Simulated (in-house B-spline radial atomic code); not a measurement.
Results of a calculation; reference values are marked as such.
# Building a PAW d channel for Ag, r_c = 1.15 bohr

Ag, [Kr] 4d10 5s1, non-relativistic PBE, spherical and spin-unpolarised, from an all-electron radial atomic-structure program (B-spline basis) (atomic units; all potentials screened as in the neutral atom).

Two all-electron partial waves φ1, φ2 are integrated outwards at E1 = ε(4d) = -0.290666 and E2 = E1 + 1 hartree; φ1 is the bound orbital and φ2 has unit norm inside r_c = 1.1541 bohr. Smooth partners are polynomials, r^3(a0 + a1 r² + a2 r⁴ + a3 r⁶), matched to φ and three derivatives at r_c, with no condition on the norm. The local potential is -26.8617 + (46.529) r² + (-33.9679) r⁴ + (9.2898) r⁶ inside 0.9449 bohr and the all-electron one outside.

| wave | φ(r_c) | φ'(r_c) | a0 | a1 | a2 | a3 |
| --- | --- | --- | --- | --- | --- | --- |
| 1 | 0.884285 | -0.264918 | 3.609765 | -4.577928 | 2.285078 | -0.4193317 |
| 2 | 1.09115 | -1.780419 | 6.413285 | -8.702692 | 4.399833 | -0.8115309 |

Inside r_c the overlaps are <φi φj> = [[0.41711, 0.64267], [0.64267, 1.00000]] and, for the smooth waves, [[0.37631, 0.56952], [0.56952, 0.86912]]. With χj = (Ej − T − V_local) applied to smooth wave j, the program's quadrature gives the matrix B_ij = <smooth i, χj> as [[0.32625, 0.50050], [0.57365, 0.89494]].

Task: Check the match of the first wave, and find the augmentation charges q_ij.

Result: At r_c the four terms are 5.54893, -9.37316, 6.23168, -1.52317, which sum to 0.8843, φ1(r_c) to rounding. q_ij is the all-electron overlap less the smooth one: [[0.04080, 0.07314], [0.07314, 0.13088]]. The smooth first wave has a norm of 0.3763 inside r_c against 0.4171, and q11 > 0 puts back the missing charge.

Task: B isn't symmetric. Show that D_ij = B_ij + Ej q_ij is.

Result: Integrating by parts gives B12 − B21 = (E1 − E2) q12: 0.50050 − (0.57365) = -0.07315, and −1 × (0.07314) = -0.07314. So D12 = 0.50050 + (0.709334)(0.07314) = 0.55239 and D21 = 0.57365 + (-0.290666)(0.07314) = 0.55239; D11 = 0.31439, D22 = 0.98778. The projectors, p = (B⁻¹)ᵀ χ, are dual to the smooth waves; det B = 0.0049, small beside B11 B22, as the two smooth waves look alike inside r_c.

Solving (T + V_local + Σ p D p) ψ = E (1 + Σ p q p) ψ in a sphere of 9 bohr gives these levels:

```json
{"all-electron": "-0.290663", "one projector": "-0.290663", "two projectors": "-0.290663"}
{"all-electron": "0.123021", "one projector": "0.122970", "two projectors": "0.123021"}
{"all-electron": "0.403878", "one projector": "0.403489", "two projectors": "0.403878"}
{"all-electron": "0.832212", "one projector": "0.830624", "two projectors": "0.832212"}
{"all-electron": "1.400930", "one projector": "1.396080", "two projectors": "1.400930"}
```

Task: What does the second projector gain?

Result: With one projector the errors are 0.00, -0.05, -0.39, -1.59, -4.85 millihartree. With two the errors are 0.00, 0.00, 0.00, 0.00, 0.00 millihartree. The scattering is exact at E1 and at E2 = 0.709, and over all levels compared the largest error is under 0.01 millihartree. The lowest eigenvalue of the overlap operator is 1 with one and 0.979 with two projectors. The smooth orbital alone needs a cutoff of 39.8 hartree for 1 millihartree of kinetic energy, against 36.3 for a norm-conserving Troullier-Martins orbital of the same radius.
